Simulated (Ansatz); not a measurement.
A nudged elastic band was laid between two geometries of Cl2H3NOZr + H2 (10 atoms, charge 0, multiplicity 1).

These are results of RKS PBE0/def2-SVP (Ansatz 0.2.0), not measurements.

| Quantity | Value |
| --- | --- |
| movable images | 5 |
| climbing image | yes |
| spring | 5.0 eV/Å² |
| optimiser | quadratic models (default) |
| start path | through a guess of the saddle point |
| force threshold | 0.03 eV/Å |
| iteration limit | 60 |
| end points | relaxed |

Initial state:

```xyz
10
Properties=species:S:1:pos:R:3
Zr -0.218 -0.539 -0.100
N 0.108 -0.002 1.807
H -0.616 0.273 2.469
H 1.005 -0.001 2.288
O 1.498 -0.898 -0.817
H 2.266 -1.118 -1.346
Cl -1.333 1.231 -1.214
Cl -1.606 -2.461 -0.124
H 1.223 3.249 2.670
H 0.940 2.620 2.347
```

Final state:

```xyz
10
Properties=species:S:1:pos:R:3
Zr -0.168 0.354 -0.013
N 0.564 0.196 2.265
H -0.206 0.369 2.915
H 0.947 -0.723 2.497
O 1.611 -0.162 -0.478
H 2.287 -0.460 -1.089
Cl -1.138 1.111 -2.036
Cl -1.732 -1.292 0.764
H -0.180 2.069 0.694
H 1.283 0.893 2.461
```

Which bonds break or form, and what moves?

Bonds broken: H9–H10. Bonds formed: Zr1–H9, N2–H10. Cl2H3NOZr + H2 becomes Cl2H5NOZr.

Give the energies along the band, and the barrier.

It converged. The highest image is number 4 of 0 to 6, 0.98 eV above the first end and 1.06 eV above the last; the last end lies 0.08 eV below the first. A vibrational analysis at the climbing image gives one clearly imaginary mode, 1202i cm⁻¹: a first-order saddle point. The orbitals stay closed-shell, which can raise the energy where a bond breaks towards radicals; this wasn't checked here.

```csv
image,path coordinate (Å),energy (eV),H9–H10 (Å),Zr1–H9 (Å),N2–H10 (Å)
0,0.00,0.00,0.76,4.91,2.80
1,1.13,0.00,0.76,4.45,2.81
2,2.25,0.02,0.76,3.73,2.77
3,3.38,0.18,0.77,2.71,2.30
4,4.50,0.98,1.02,2.07,1.36
5,5.62,0.08,2.00,1.87,1.02
6,6.73,-0.08,2.58,1.85,1.02
```

What is the geometry of the highest image?


```xyz
10
Properties=species:S:1:pos:R:3
Zr -0.021 0.132 0.154
N 0.268 0.193 2.306
H -0.453 0.402 2.994
H 0.989 -0.387 2.735
O 1.652 -0.399 -0.541
H 2.362 -0.652 -1.134
Cl -1.320 1.530 -1.257
Cl -1.450 -1.778 0.145
H 0.620 1.957 0.880
H 0.622 1.357 1.698
```

What are the harmonic wavenumbers there?

1202i, 50, 102, 123, 140, 160, 194, 301, 357, 366, 379, 419, 507, 545, 573, 766, 1000, 1491, 1503, 1770, 1804, 3552, 3657, 3992 cm⁻¹.

The band took 24 iterations and roughly 18 core-minutes.

Run time: 4.7 min on 4 threads of Arm Neoverse V2, with other jobs on the host, peak memory 0.31 GiB.
